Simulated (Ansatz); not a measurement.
Two isomers of CH7FSi2: A = `C[SiH](F)[SiH3]`, B = `FC[SiH2][SiH3]`.

Computed with Ansatz on PBE0-D4/def2-TZVP structures; ΔE is electronic, products minus reactants. CCSD(T)/CBS is the MP2 limit (def2-TZVPP, def2-QZVPP) plus CCSD(T) − MP2 in def2-TZVPP, frozen cores. Functionals use def2-TZVPP. B3LYP here is the variant with VWN-RPA as its local correlation; programs differ in this. Each species was taken in one conformer, which may not be the lowest.

Problem. Which is lower in electronic energy at CCSD(T)/CBS, and by how much? (An estimate is asked.)

Solution. Ansatz gave: A, by 247.4 kJ/mol.

Problem. Give E(B) − E(A) in kJ/mol with PBE0-D4, B3LYP-D4, MP2/def2-TZVPP, B2PLYP, B3LYP, r2SCAN-D4, CCSD(T)/def2-TZVPP. (Best estimate.)

Solution. Ansatz gave: PBE0-D4 235.3, B3LYP-D4 237.5, MP2/def2-TZVPP 254.6, B2PLYP 244.1, B3LYP 237.3, r2SCAN-D4 242.7, CCSD(T)/def2-TZVPP 242.6. None reverses the order clearly.

Largest T1 diagnostic: 0.012.

From PBE to PBE0 (25 % exact exchange), in def2-TZVPP and without D4, E(B) − E(A) moves by +7.0 kJ/mol.
